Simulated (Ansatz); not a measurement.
Compare A (`O[C](F)(F)[AlH2]`) with its isomer B (`C[O][Al]([F])[F]`).

Gas-phase electronic energies from Ansatz, PBE0-D4/def2-TZVP geometries. CCSD(T)/CBS adds triple-zeta CCSD(T) − MP2 to the extrapolated MP2 energy (def2 sets, frozen cores). Functionals use def2-TZVPP. B3LYP here is the variant with VWN-RPA as its local correlation; programs differ in this. Each species was taken in one conformer, which may not be the lowest.

A:

```xyz
8

O     0.315   -0.190    1.463
C     0.513   -0.291    0.122
F     0.667   -1.616   -0.216
F     1.730    0.267   -0.200
Al   -1.044    0.596   -0.811
H     1.052   -0.611    1.931
H    -0.933    2.139   -1.128
H    -2.300   -0.294   -1.160
```

B:

Z-matrix (Å, degrees):
```
C
O 1 1.401
H 1 1.094 2 109.7
H 1 1.095 2 112.5 3 -120.7
H 1 1.094 2 109.7 3 118.7
Al 2 1.661 1 136.9 3 120.7
F 6 1.639 2 122.1 1 -0.0
F 6 1.634 2 119.6 1 180.0
```

Question: Which isomer does CCSD(T)/CBS put lower? Give the gap. (Best estimate.)

Answer: Computed: B, by 602.5 kJ/mol.

Question: Give E(B) − E(A) in kJ/mol with B2PLYP, PBE-D4, CCSD/def2-TZVPP, CCSD(T)/def2-TZVPP, B3LYP, B3LYP-D4, r2SCAN-D4. (An estimate is asked.)

Answer: Computed: B2PLYP -597.9, PBE-D4 -546.9, CCSD/def2-TZVPP -598.8, CCSD(T)/def2-TZVPP -593.6, B3LYP -582.9, B3LYP-D4 -582.2, r2SCAN-D4 -579.9. None reverses the order clearly.

Question: Does the order hold for the free energy at 298.15 K (harmonic terms from PBE0-D4)? (Estimate.)

Answer: Computed: Yes: G(B) − G(A) = -579.9 kJ/mol, for one conformer each. Modes under 60 cm⁻¹, often nearly free rotors, make the harmonic entropy too high.

Largest T1 diagnostic: 0.013.

Leaving LDA and LC-ωPBE aside and taking each functional with its dispersion term where it has one, the values, not all of them listed here, spread over 51.5 kJ/mol, from B2PLYP to revPBE-D4. LDA lies +16.2 kJ/mol from PBE without D4. At CCSD(T), def2-SVP lies +43.3 kJ/mol from the extrapolated value and def2-TZVPP +8.9 kJ/mol.
